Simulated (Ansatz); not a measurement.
`CO[SiH2]OC(C)=O` at its PBE0-D4/def2-TZVP geometry, where that method's forces vanish. The species carries charge 0 and has multiplicity 1.

| atom | x (Å) | y (Å) | z (Å) |
| --- | --- | --- | --- |
| C1 | -1.845 | 1.353 | -1.630 |
| O2 | -1.957 | 0.046 | -1.110 |
| Si3 | -1.273 | -0.438 | 0.286 |
| O4 | 0.400 | -0.357 | 0.022 |
| C5 | 1.170 | -0.755 | 1.041 |
| C6 | 2.632 | -0.641 | 0.757 |
| O7 | 0.688 | -1.159 | 2.070 |
| H8 | -2.604 | 1.480 | -2.403 |
| H9 | -0.858 | 1.512 | -2.075 |
| H10 | -2.006 | 2.111 | -0.854 |
| H11 | -1.702 | -1.830 | 0.499 |
| H12 | -1.609 | 0.499 | 1.381 |
| H13 | 2.879 | -1.233 | -0.127 |
| H14 | 2.880 | 0.397 | 0.530 |
| H15 | 3.205 | -0.986 | 1.613 |

Problem. For each bond, give half the difference of the two atoms' forces along it (eV/Å; positive pushes the atoms apart) under PBE-D4, r2SCAN-D4, B3LYP-D4, ωB97M-V in def2-TZVPP. (Estimate.)

Solution. Ansatz gave: 
```tsv
bond	length (Å)	PBE-D4	r2SCAN-D4	B3LYP-D4	ωB97M-V
C1–O2	1.410	0.23	0.31	0.29	0.27
C1–H8	1.091	0.08	-0.06	-0.12	-0.11
C1–H9	1.094	0.08	-0.06	-0.09	-0.11
C1–H10	1.097	0.08	-0.06	-0.08	-0.10
O2–Si3	1.628	0.28	-0.04	0.00	0.05
Si3–O4	1.695	0.21	-0.01	0.07	0.06
Si3–H11	1.472	-0.02	-0.04	-0.14	-0.18
Si3–H12	1.481	-0.03	-0.04	-0.10	-0.15
O4–C5	1.338	0.30	0.28	0.19	0.17
C5–C6	1.494	-0.29	-0.10	-0.01	0.07
C5–O7	1.206	0.94	0.33	0.20	0.05
C6–H13	1.092	0.10	-0.02	-0.06	-0.09
C6–H14	1.092	0.10	-0.02	-0.05	-0.09
C6–H15	1.087	0.10	-0.04	-0.07	-0.08
```

B3LYP here is the variant with VWN-RPA as its local correlation; programs differ in this.
